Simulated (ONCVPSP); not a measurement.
## PBE ONCV dataset for F (Z = 9), scalar-relativistic all-electron reference.

F, optimised norm-conserving Vanderbilt (ONCV), made with ONCVPSP 4.0.1 (PBE, scalar-relativistic). Core [He], reference 2s1.75 2p5.25. Waves: 2s: rc 0.60 bohr, ncon 4, nbas 8, qcut 8.2 1/bohr, 2 projectors, debl 1.4 Ha; 2p: rc 0.96 bohr, ncon 4, nbas 7, qcut 11.4 1/bohr, 2 projectors, debl 2 Ha; d scattering state at 0.32 Ha: rc 1.08 bohr, ncon 3, nbas 7, qcut 7.7 1/bohr, 1 projector. Local part: polynomial inside 0.60 bohr (lpopt 5, dvloc0 0 Ha). Core correction: Teter function, fcfact 4.5, rcfact 1.05.

All-electron outer shells of the reference configuration (PBE, scalar-relativistic, ld1.x):

```csv
shell,level (eV),outermost node (bohr),outermost maximum (bohr)
1s,-663.53,–,0.11
2s,-30.02,0.24,0.76
2p,-11.22,–,0.71
```

Results:

| Item | Value |
| --- | --- |
| Cutoffs needed | 170 Ha and 410 Ha (the cutoffs (Ha) at which the residual kinetic energy of the hardest occupied pseudo-wave falls to 1 and 0.1 mHa per electron) |
| Ghost test | no bound ghost flagged; GHOST(+) flags only above 600 eV |
| Largest excitation error | +251 meV (all-electron minus pseudo) for 2s2 2p2, out of 4 test configurations |
| rms error of d²Exc/dni dnj | 1.73 mHa without and 1.91 mHa with the model core |

Generation and tests took about 2.1 s on one core of a shared server CPU.
